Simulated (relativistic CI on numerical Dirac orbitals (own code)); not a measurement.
Slater and spin-orbit integrals, Sm3+

Method of calculation: Dirac-Coulomb-Breit CI, separate exchange-only KLI orbitals for each configuration, QED by a radiative potential, valence Slater integrals scaled by 0.85, P86 correlation energy added to each configuration (own radial code, finite nucleus).

Slater integrals F^k, G^k are unscaled and averaged over j, outside the closed core [Xe]; ζ comes from projecting the Hamiltonian with its Breit term on Σ l·s of the shell.

- 4f5: F^2(4f,4f) = 105900, F^4(4f,4f) = 66190, F^6(4f,4f) = 47546, ζ(4f) = 1159.5 cm⁻¹; <r>(4f) = 0.9053, <r^2>(4f) = 1.054 (bohr units).
- 4f4.5d: F^2(4f,4f) = 113070, F^4(4f,4f) = 71028, F^6(4f,4f) = 51124, ζ(4f) = 1265.9, F^2(4f,5d) = 31453, F^4(4f,5d) = 15669, G^1(4f,5d) = 14400, G^3(4f,5d) = 11987, G^5(4f,5d) = 9222.3, ζ(5d) = 1084.1 cm⁻¹; <r>(4f) = 0.8562, <r^2>(4f) = 0.9251, <r>(5d) = 2.128, <r^2>(5d) = 5.174 (bohr units).
- 4f4.6s: F^2(4f,4f) = 113830, F^4(4f,4f) = 71551, F^6(4f,4f) = 51512, ζ(4f) = 1264.3, G^3(4f,6s) = 3561.5 cm⁻¹; <r>(4f) = 0.851, <r^2>(4f) = 0.9106, <r>(6s) = 3.153, <r^2>(6s) = 11.05 (bohr units).

In this model ζ of a weakly bound d, f or g electron outside closed shells comes out too small, for d by up to a factor of two or three and at times with the wrong sign; that of an outer p electron is too small as well.

Correlation outside the listed configurations is missing or only estimated: errors of thousands of cm⁻¹ between configurations and terms are usual at this charge. Rates and lifetimes follow the computed energies and can be off by large factors. The fine structure of a lone outer electron comes out too small, for d and f at times inverted, and misplaced configurations move strength between like terms.

Averages of the first 7 configurations, taken without configuration mixing, which lowers the lowest level and can move excited configurations by several eV; other configurations of the list can lie among them:

| Configuration | Parity | States | Average energy above the lowest level (eV) |
| --- | --- | --- | --- |
| 4f5 | odd | 2002 | 6.1 |
| 4f4.5d | even | 10010 | 14.4 |
| 4f4.6s | even | 2002 | 18.7 |
| 4f4.6p | odd | 6006 | 23.9 |
| 4f4.7s | even | 2002 | 31.3 |
| 4f4.7p | odd | 6006 | 33.4 |
| 4f3.6s2 | odd | 364 | 41.0 |
